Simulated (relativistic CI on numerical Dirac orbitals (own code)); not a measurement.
Ti⁴⁺ in a cubic cluster: L2,3 absorption with charge transfer

Computed with a charge-transfer multiplet model of a cubic metal-ligand cluster with up to 2 ligand holes, Slater and spin-orbit integrals from Dirac-Coulomb-Breit ions, Slater integrals scaled by 0.7. The ground state mixes d0 with configurations of k ligand holes L, whose averages lie at kΔ + k(k − 1)U_dd/2; a core hole lowers each added d electron by U_cd. 300 K, Lorentzian 0.4 eV and Gaussian 0.3 eV FWHM.

Atomic integrals in eV (Slater integrals scaled, ζ unscaled), ground: F2dd 5.756, F4dd 3.579, zeta_d 0.013; with the core hole: F2dd 5.756, F4dd 3.579, zeta_d 0.032, zeta_core 3.741, F2cd 4.433, G1cd 3.312, G3cd 1.881. Where a configuration has fewer than two d electrons, the dd integrals are those of d2.

Cluster parameters (eV): U_dd = 4.5, U_cd = 5.3, 10Dq = 1.3, 10Dq(ligand) = 0.5, V(eg) = 1.95, V(t2g) = -1.02, final-state hopping factor = 1.

```csv
Case,n_d,d0,d1L,d2L2,S
Δ = 1.5 eV,0.72,0.39,0.50,0.11,0.00
Δ = 4.5 eV,0.44,0.61,0.35,0.04,0.00
Δ = 7.5 eV,0.26,0.76,0.22,0.02,0.00
```

Weights, n_d and S are thermal averages at 300 K. Photon energies count from the first peak over 30 % of the highest in each spectrum, which can be another peak from case to case. The parameters are a model scan and need not match a compound or its usual spin state. Peaks in eV (height, largest 100):
- Δ = 1.5 eV: -1.9 (29), 0.0 (84), 2.3 (15), 4.0 (37), 4.7 (32), 5.6 (100), 7.8 (6)
- Δ = 4.5 eV: -2.0 (25), 0.0 (100), 3.5 (39), 5.4 (95)
- Δ = 7.5 eV: -2.0 (17), 0.0 (82), 3.3 (36), 5.2 (100)

Curve for Δ = 4.5 eV (points under 2 left out, the grid thinned):

```
E (eV)  Intensity
  -3.7        2.4
  -3.4        3.0
  -3.1        3.7
  -2.9        4.8
  -2.6        5.3
  -2.3       11.7
  -2.0       24.5
  -1.7       16.3
  -1.5       10.3
  -1.2        6.6
  -0.9        7.9
  -0.6       15.1
  -0.3       46.2
  -0.1       89.8
   0.2       70.5
   0.5       21.9
   0.8        9.8
   1.1        6.5
   1.3        5.8
   1.6        6.2
   1.9        7.5
   2.2        8.0
   2.5        9.6
   2.7       11.8
   3.0       19.2
   3.3       34.2
   3.6       36.4
   3.8       25.8
   4.1       17.3
   4.4       18.4
   4.7       30.3
   5.0       65.8
   5.2       88.3
   5.5       92.6
   5.8       62.2
   6.1       26.2
   6.4       12.9
   6.6        9.1
   6.9        5.5
   7.2        4.1
   7.5        3.4
   7.8        3.3
   8.0        3.1
   8.3        2.3
   8.6        2.0
```

A d0 ion has no d-d gap: its lowest excitations are ligand-to-metal charge transfer. With the core hole the configuration with one ligand hole lies at Δ + U_dd − U_cd = 0.7, 3.7, 6.7 eV from the one without, in the order of the table; where this is negative the screened configuration lies lower, though the effective hopping of about 4.5 eV (from the holes of the mixed ground state) mixes the two strongly wherever it is as large as the gap.

With at most 2 ligand holes the space is cut while the next configuration still counts, so covalency is underestimated, and a final configuration with one more ligand hole, which can lie low, is missing from the spectra.
